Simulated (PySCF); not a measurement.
**Whose spectrum? (silsesquioxane)**

All values: TDA CAM-B3LYP/def2-SVP, gas phase, PySCF SCF with an in-house response code, fitting set def2-universal-JFIT up to Ne and JKFIT beyond, grid level 1 (kernel 0), vertical, one conformer each, geometries GFN2-xTB; core orbitals frozen in the response, virtual orbitals above 1.5 Eh left out. The lowest 6 singlets were sought, and the brightest is taken among them. The runs took 7 to 10 CPU minutes each on shared server CPUs.

Without diffuse functions Rydberg states are missing, so unbound LUMOs, wide gaps and states within about 2 eV of the ionisation energy come out too high, and electron affinities are rough.

One system has its HOMO at -11.08 eV, its LUMO at 0.38 eV and these singlet states:

```csv
state,eV,f
S1,8.19,0.000
S2,8.97,0.000
S3,8.99,0.000
S4,9.01,0.000
S5,9.18,0.001
S6,9.18,0.038
```

(1) Which is it?
A. F[Si@@]12O[Si@@H]3O[Si@H]4O[Si@@]5(F)O[Si@@](F)(O3)O[Si@@](F)(O1)O[Si@](F)(O5)O[Si@](F)(O4)O2 (Si8H2O12F6)
B. F[Si@]12O[Si@@H]3O[Si@H]4O[Si@@H]5O[Si@H](O[Si@H](O4)O1)O[Si@@](F)(O[Si@@H](O5)O3)O2 (Si8H6O12F2)
C. F[Si@]12O[Si@H]3O[Si@@H]4O[Si@@H]5O[Si@H](O3)O[Si@@](F)(O1)O[Si@@](F)(O5)O[Si@@](F)(O4)O2 (Si8H4O12F4)

(2) How do the candidates compare?

Results:

(1) B.

(2) 
| system | HOMO / eV | LUMO / eV | S1 / eV | f(S1) | brightest state sought / eV |
| --- | --- | --- | --- | --- | --- |
| F[Si@@]12O[Si@@H]3O[Si@H]4O[Si@@]5(F)O[Si@@](F)(O3)O[Si@@](F)(O1)O[Si@](F)(O5)O[Si@](F)(O4)O2 | -11.67 | -0.31 | 8.13 | 0.000 | 9.19 |
| F[Si@]12O[Si@@H]3O[Si@H]4O[Si@@H]5O[Si@H](O[Si@H](O4)O1)O[Si@@](F)(O[Si@@H](O5)O3)O2 | -11.08 | 0.38 | 8.19 | 0.000 | 9.18 |
| F[Si@]12O[Si@H]3O[Si@@H]4O[Si@@H]5O[Si@H](O3)O[Si@@](F)(O1)O[Si@@](F)(O5)O[Si@@](F)(O4)O2 | -11.21 | 1.09 | 9.26 | 0.000 | 10.25 |
